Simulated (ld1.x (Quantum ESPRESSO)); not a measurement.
**What one change does to a pseudopotential (selenium (Se), TM)**

| Quantity | Value |
| --- | --- |
| Element | Se (Z = 34) |
| Generator | ld1.x (Quantum ESPRESSO) 7.5 |
| Type | norm-conserving Troullier–Martins (Kleinman–Bylander form) |
| Functional | PW91 |
| Relativity | scalar-relativistic |
| Frozen core | [Ar] 3d10 |
| Valence charge | 6 |
| Reference configuration | 4s2 4p4 |
| Partial waves | 4p (bound): rc 2.00 bohr; 4s (bound): rc 1.15 bohr |
| Local potential | the s channel |
| Core correction | Bessel-smoothed model core, default radius (core density twice the valence density) |

Change: wave 4p (bound): rc 2.00 bohr becomes 4p (bound): rc 3.02 bohr.

Cutoffs: the cutoffs (Ry, on a coarse ladder) from which the occupation-weighted sum of valence levels, in a spherical-Bessel basis at the reference potential, stays within 10 and 1 mRy of its value at 400 Ry; they do not see the model core or the augmentation charge, which bear on the density cutoff. Errors are all-electron minus pseudo energies relative to the spin-unpolarised reference configuration.

Task: What does the change do?

Result: The potential gets neither clearly harder nor softer (90 Ry and 180 Ry → 90 Ry and 180 Ry); both files keep a bound ghost (p); of the 7 tests that both files solve, the error grows in 5 and shrinks in 1 by more than 15 % and 0.3 meV (median size 38.7 → 44.0 meV).

| quantity | base | changed |
| --- | --- | --- |
| cutoff, loose | 90 Ry | 90 Ry |
| cutoff, tight | 180 Ry | 180 Ry |
| bound ghosts | p | p |
| error for 4s2 4p3, meV [ΔE 10.90 eV] | -8.3 | -17 |
| error for 4s2 4p2, meV [ΔE 31.33 eV] | -37 | -90 |
| error for 4s2 4p1, meV [ΔE 62.30 eV] | -85 | -241 |
| error for 4s0 4p6, meV [ΔE 22.02 eV] | -64 | -31 |
| error for 4s1 4p4, meV [ΔE 22.46 eV] | -39 | -44 |
| error for 4s2 4p0, meV [ΔE 104.61 eV] | -122 | -439 |
| error for 4s2 4p3.5, meV [ΔE 4.34 eV] | -2.1 | -3.7 |

 A true bound ghost makes a file unfit for plane-wave use even where its test errors are small: the radial tests pick states by their node count and pass the ghost by.
